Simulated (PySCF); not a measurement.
Worked example: entropy of an ideal gas

HOS, SMILES O[S], multiplicity 2.

Coordinates come from a PBE0-D3(BJ)/def2-TZVPD optimisation.

PBE0-D3(BJ)/def2-TZVPD run with PySCF gives the harmonic wavenumbers 884, 1178, 3789 cm⁻¹ and the rotational temperatures 31.4957, 0.8042, 0.7842 K. The molar mass is 49.07 g/mol, the symmetry number 1, the spin multiplicity 2.

Task: Work out the entropy at 298.15 K and 1 atm in the rigid-rotor, harmonic-oscillator model.

Result: 
Translation (Sackur–Tetrode at 1 atm): S = R[1.5 ln M + 2.5 ln T − 1.16487] = 157.3 J/(mol K).
Rotation: q = (√π/σ) T^1.5/√(θA θB θC) = 2050, S = R[ln q + 3/2] = 75.9 J/(mol K).
Vibration: with u = 1.4388 ν/T, each mode gives R[u/(e^u − 1) − ln(1 − e^−u)]:
```tsv
ν (cm⁻¹)	modes	u	S (J/(mol K))
884	1	4.27	0.62
1178	1	5.68	0.19
```
The stiffer modes add less than 0.005 each. Sum 0.8 J/(mol K).
Spin: R ln 2 = 5.8 J/(mol K).
Total 239.7 J/(mol K); the program's own thermochemistry gives 239.7. Translation makes up 66 % and vibration 0 %. Anharmonicity, hindered rotation and orbital degeneracy are left out.
